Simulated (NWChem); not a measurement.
Molecule: C2H6Si; SMILES C=C[SiH3]

Problem. Give the equilibrium geometry at PBE0/def2-SVP (NWChem) as a list of bonds and angles, with the point group.

Solution. point group C1; any orientation.
Bond lengths (Å): Si1–C2 1.870, Si1–H4 1.496, Si1–H5 1.495, Si1–H6 1.496, C2–C3 1.338, C2–H7 1.099, C3–H8 1.096, C3–H9 1.096. Bond angles (°): C2–Si1–H4 110.9, C2–Si1–H5 109.2, C2–Si1–H6 110.9, H4–Si1–H5 109.2, H4–Si1–H6 107.4, H5–Si1–H6 109.1, Si1–C2–C3 123.7, Si1–C2–H7 118.3, C3–C2–H7 117.9, C2–C3–H8 122.0, C2–C3–H9 121.9, H8–C3–H9 116.0.
